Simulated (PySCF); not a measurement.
SMILES N[Si](N)(N)Br (H6BrN3Si) at its PBE0/def2-SVP optimised geometry (Å):

```
11

N     -1.0707     0.9312     0.0000
Si    -0.4813    -0.6791     0.0000
N     -1.0690    -1.5193    -1.3748
N      1.2336    -0.6791     0.0000
Br    -1.2174    -1.7330     1.8832
H     -1.2449     1.4229     0.8687
H     -1.7557     1.1688    -0.7086
H     -1.9502    -2.0186    -1.3432
H     -0.3836    -2.0064    -1.9411
H      1.7557    -1.4229     0.4481
H      1.6918     0.2185     0.1094
```

Method: PBE0/def2-TZVP in PySCF. Cells within 0.4 Å of a nucleus heavier than hydrogen are left out (blank, or x).

Map of the Laplacian of the electron density (e/bohr⁵), clipped to [-1.50, 1.50] on the plane z = 0.0 Å:

```
|55555555555555555555555555555|
|55555555555555555555555555555|
|55555555555555555555555555555|
|55555555555555555555555555555|
|55555555555555555555555555555|
|55555555555555555555555555555|
|55555555555555555555555555555|
|55555555555555555555555555555|
|55555555555555555555555555555|
|55555555654455555555555555555|
|5555555553xx35555555555555555|
|555555555xxx25555555555555555|
|5555555553x045555555555555555|
|55555555554345555554055555555|
|55555555554576555652055555555|
|55555555555999955430355555555|
|55555555558xxx953xxx465555555|
|555555555579xx9540xx465555555|
|55555555555999855542455555555|
|55555555555565555565555555555|
|55555555555555555555555555555|
|55555555555555555555555555555|
|55555555555555555555555555555|
|55555555555555555555555555555|
|55555555555555555555555555555|
|55555555555555555555555555555|
|55555555555555555555555555555|
|55555555555555555555555555555|
|55555555555555555555555555555|
```
Scale: ten equal steps from -1.50 (start of '0') to 1.50 (end of '9'), in the order '0123456789'; x runs from -4.00 to 4.00, y from -4.00 (bottom) to 4.00 (top).
